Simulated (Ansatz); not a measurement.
The molecule CuBr, closed-shell singlet (the spin of the measured ground state). No spin–orbit coupling. Cu is treated without relativity. Br is treated without relativity.

Constants: fifth-degree fit in 1/R to seven points, most abundant isotopes. In def2 and cc sets the state is the lowest found near the PBE0 minimum, followed along R. The singlet is held restricted.

Correlated levels freeze the inner cores; with def2 sets outer-core shells near the valence are correlated too. CBS(a, b) extrapolates the correlation energy as X⁻³ and adds the Hartree–Fock energy of set b.

Run with Ansatz (a first-principles code) with Gaussian orbitals. Each number belongs to the level named beside it.

Quantity: r_e, from seven points a level.

Costs are ratios of core time to PBE/def2-TZVPP (roughly 12 s), for whole runs (searches for the state included, and forces where a run took them) on one shared machine, so rough; each error counts from the measured 2.1734 Å [microwave values compiled in ACS Omega 2, 8373 (2017)].

```csv
level,basis functions,cost
PBE/def2-TZVPP,112,×1
B3LYP/def2-TZVPP,112,×2
r2SCAN/def2-TZVPP,112,×2
CAM-B3LYP/def2-TZVPP,112,×2
PBE0/def2-TZVPP,112,×2
B2PLYP/def2-TZVPP,112,×2
B97M-V/def2-TZVPP,112,×3
wB97X-V/def2-TZVPP,112,×3
wB97M-V/def2-TZVPP,112,×4
CCSD(T)/def2-TZVPP,112,×6
CCSD(T)/def2-QZVPP,189,×30
"CCSD(T)/CBS(def2-TZVPP, def2-QZVPP)",-,×40
```

Task: Which is the cheapest listed level whose error stays within 0.005 Å?

Result: CCSD(T)/CBS(def2-TZVPP, def2-QZVPP) (0.001 Å, cost ×40).

Task: What does the step from CCSD(T)/def2-TZVPP to CCSD(T)/def2-QZVPP cost and buy?

Result: 112 to 189 functions, cost ×5 (rough); the error goes from 0.048 to 0.020 Å.

Each error (Å): PBE/def2-TZVPP 0.027; B3LYP/def2-TZVPP 0.052; r2SCAN/def2-TZVPP 0.011; CAM-B3LYP/def2-TZVPP 0.034; PBE0/def2-TZVPP 0.033; B2PLYP/def2-TZVPP 0.035; B97M-V/def2-TZVPP 0.023; wB97X-V/def2-TZVPP 0.036; wB97M-V/def2-TZVPP 0.038; CCSD(T)/def2-TZVPP 0.048; CCSD(T)/def2-QZVPP 0.020; CCSD(T)/CBS(def2-TZVPP, def2-QZVPP) 0.001.
